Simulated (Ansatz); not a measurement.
`[PH2][SnH2][SH]` + H₂S → `PS` + `[SH][SnH3]` at 400 K and 1 bar (cleavage of the P–Sn bond).

Program: Ansatz. Geometries: PBE0-D4/def2-TZVP. ΔE: electronic, gas phase. CBS: MP2 limit from def2 TZ/QZ plus the TZ coupled-cluster correction, frozen cores. This one scheme is used for every species. Elements past krypton have def2 core potentials. For Sn outer-core shells are correlated without core-valence functions, which leaves a few kJ/mol of doubt a bond. Each species was taken in one conformer, which may not be the lowest.

| species | CCSD(T)/CBS energy (Eh) | H − E (kJ/mol) | S (J/(mol·K)) |
| --- | --- | --- | --- |
| `[PH2][SnH2][SH]` | -955.76196 | 137.6 | 397.6 |
| H₂S | -398.97279 | 53.4 | 215.9 |
| `PS` | -740.51379 | 89.7 | 283.7 |
| `[SH][SnH3]` | -614.20548 | 99.8 | 324.6 |

H − E and S are ideal-gas, rigid-rotor, harmonic terms from PBE0-D4/def2-TZVP, for one conformer and one mirror image of each species. 1 Eh = 2625.50 kJ/mol, R = 8.31446 J/(mol·K).

Task: By hand: ΔE, ΔH, ΔS and ΔG.

Result: ΔE = (-740.51379) + (-614.20548) − (-955.76196) − (-398.97279) = 0.01548 Eh = 40.6 kJ/mol. Δ(H − E) = 89.7 + 99.8 − 137.6 − 53.4 = -1.5, so ΔH = 39.1 kJ/mol. ΔS = 283.7 + 324.6 − 397.6 − 215.9 = -5.2 J/(mol·K). ΔG = 39.1 − 400 × (-5.2)/1000 = 41.2 kJ/mol.

Task: By hand: the equilibrium constant, and the temperature at which ΔG would vanish if ΔH and ΔS stayed fixed.

Result: log₁₀ K = −ΔG/(RT ln 10) = -5.4. ΔH and −TΔS have one sign here, so there is no such temperature.

The number of gas molecules stays the same, so ΔS is small and ΔH decides. A doubt of 5 kJ/mol in ΔE shifts log₁₀ K by 0.7 here. Other conformers and mirror images would add mixing entropy, several J/(mol·K) or more a flexible species. Modes under 60 cm⁻¹, often nearly free rotors, make the harmonic entropy too high. These are equilibria of isolated gas molecules and say nothing of rates. Largest T1 diagnostic: 0.013 (customary marks: 0.02 for closed shells, 0.045 for open ones).

ΔS is within the doubt of such terms, so its sign, and with it that verdict, could turn.
